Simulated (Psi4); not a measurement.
Psi4 was given this input:
```
memory 2 GB

molecule {
0 1
As   -0.00000000   -0.00000000   -1.04699221
As    0.00000000    0.00000000    1.04699221
}

set {
  basis def2-tzvpp
}

energy('b3lyp')
print_variables()
```

Task: What does this run give for the number of basis functions, dipole moment, nuclear repulsion energy, total energy?

Result: 
```yaml
number_of_basis_functions: 96
dipole_moment: 0.00 D
nuclear_repulsion_energy: 275.2045 Eh
total_energy: -4471.8462 Eh
```
